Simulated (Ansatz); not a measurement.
Consider the atomization: `[CH3][InH][S][SiH3]` → C• + 7 H• + In• + S• + Si•.

Isolated molecules relaxed with PBE0-D4/def2-TZVP in Ansatz; ΔE leaves out vibrations. CCSD(T)/CBS adds triple-zeta CCSD(T) − MP2 to the extrapolated MP2 energy (def2 sets, frozen cores). This one scheme is used for every species, atoms too. For atomizations the MP2-based limit and the directly extrapolated one differ by several kJ/mol either way, and by 10 to 25 for some Ge, Se and Sn compounds, so smaller differences from it don't rank the levels. DFT in def2-TZVPP. B3LYP here is the variant with VWN-RPA as its local correlation; programs differ in this. HSE06 is defined as in plane-wave codes. Open shells (•) are unrestricted, without spin–orbit coupling. Spin–orbit coupling would lower the free atoms: a little for C, S, Si; strongly for In. Elements past krypton have def2 core potentials. For In outer-core shells are correlated without core-valence functions, so the limit isn't a true one: a few kJ/mol of doubt a bond, and 10 to 20 or more in all where bonds break to atoms. One conformer a species, not always the lowest.

What is ΔE at CCSD(T)/CBS? (An estimate is asked.)

Computed: +3343.6 kJ/mol.

What do these levels give: B3LYP-D4, BHLYP-D4, ωB97X-V, B2PLYP, revPBE, B3LYP, HSE06, LC-ωPBE, CCSD/def2-SVP, HF/def2-TZVPP, SCS-MP2/def2-QZVPP, MP2/CBS(def2)? (Best estimate.)

The calculation gave: B3LYP-D4 3305.1, BHLYP-D4 3266.8, ωB97X-V 3356.0, B2PLYP 3268.3, revPBE 3192.3, B3LYP 3264.4, HSE06 3286.3, LC-ωPBE 3296.6, CCSD/def2-SVP 3084.2, HF/def2-TZVPP 2488.2, SCS-MP2/def2-QZVPP 3319.5, MP2/CBS(def2) 3336.1 kJ/mol.

Largest T1 diagnostic among the species: 0.015.

From PBE to PBE0 (25 % exact exchange), in def2-TZVPP and without D4, ΔE moves by −8.8 kJ/mol: exact exchange takes away binding that semilocal exchange gives to molecules. In def2-TZVPP, CCSD(T) changes the Hartree–Fock value by +769.5 kJ/mol (the triples alone add +41.2 kJ/mol) and MP2 by +762.0 kJ/mol; breaking electron pairs costs correlation energy, which Hartree–Fock lacks.
